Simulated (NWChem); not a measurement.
Molecule: CH₇NO₂Si; SMILES C[Si](N)(O)O

```xyz
12

C      0.5448     1.8126     0.0915
Si     0.0751     0.0159     0.0028
N     -1.6342    -0.0692    -0.2203
O      0.9968    -0.6918    -1.1889
O      0.4570    -0.8770     1.3617
H     -0.0667     2.3613     0.8240
H      1.6019     1.9130     0.3802
H      0.4226     2.2977    -0.8899
H     -2.0718    -0.9578    -0.4411
H     -2.0977     0.6808    -0.7213
H      1.3485    -1.5555    -0.9544
H     -0.2023    -0.8376     2.0601
```
Atoms are numbered in this order, from 1.

All runs: NWChem. The geometry was optimised at PBE0/def2-SVP. Not confirmed as a minimum by frequencies. Atomic charges in e: unrestrained fits to the electrostatic potential beside Mulliken populations; buried atoms are poorly determined by the fit.

**Question.** Predict the results for B3LYP/def2-SVP. Quantities: ESP C1; Mulliken C1; ESP Si2; Mulliken Si2; ESP N3; Mulliken N3; ESP O4; Mulliken O4; ESP O5; Mulliken O5; relative RMS misfit of the potential (%).

**Answer.** The ESP C1 is -0.38 and the Mulliken C1 is -0.25. The ESP Si2 is 1.22 and the Mulliken Si2 is 0.70. The ESP N3 is -1.03, the Mulliken N3 is -0.37 and the ESP O4 comes out as -0.79. The Mulliken O4 is -0.39 and the ESP O5 is -0.76. The Mulliken O5 comes out as -0.41 and the relative RMS misfit of the potential (%) is 23.
